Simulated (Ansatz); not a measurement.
Basis-set extrapolation for `COB(N)F` (PBE0-D4/def2-TZVP geometry, frozen core, the Gaussian-basis code of Ansatz). Multiplicity 1, RHF reference.

```json
{"": "HF", "def2-TZVPP": "-294.504198", "def2-QZVPP": "-294.518156"}
{"": "MP2 correlation", "def2-TZVPP": "-0.963260", "def2-QZVPP": "-1.039925"}
{"": "CCSD(T) correlation", "def2-TZVPP": "-1.023099", "def2-QZVPP": "-1.094849"}
```

Energies in hartree. Use E(X) = E(∞) + A·exp(−7.88·√X) for Hartree–Fock and E(X) = E(∞) + B·X^(−2.97) for correlation, with X = 3 and 4.

Question: What is the CCSD(T) energy at the basis-set limit?

Answer: HF limit: -294.518156 + (-0.013958) × 0.13774 = -294.52008. Correlation limit: -1.094849 + (-0.071750) × 0.74074 = -1.14800. Total: -295.66808 hartree, 369.6 kJ/mol below CCSD(T)/def2-TZVPP.
